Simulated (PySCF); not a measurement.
CH3Si, SMILES C[Si] (connectivity only; charge and spin as stated), charge +1, multiplicity 1.

Geometry: r2SCAN-D4/def2-TZVP. The spin state was assumed, not searched. The isomer is the one that the SMILES or the coordinates give; other isomers of the formula were not compared.

These are r2SCAN-D4/def2-TZVP in PySCF values and carry that method's errors.

Frequencies are harmonic and unscaled.

Modes within 1.5 cm⁻¹ of each other (mostly degenerate sets) share a row, with their intensities summed.

| mode | ν (cm⁻¹) | IR (km/mol) | moving atoms (share of kinetic energy) |
|---|---|---|---|
| 1–2 | 428 | 0.3 | H 83 %, C 16 % |
| 3 | 776 | 61.7 | C 46 %, Si 35 %, H 19 % |
| 4 | 1229 | 98.3 | H 77 %, C 23 % |
| 5–6 | 1326 | 72.7 | H 95 % |
| 7 | 2954 | 90.3 | H 97 % |
| 8–9 | 3034 | 44.5 | H 91 %, C 9 % |
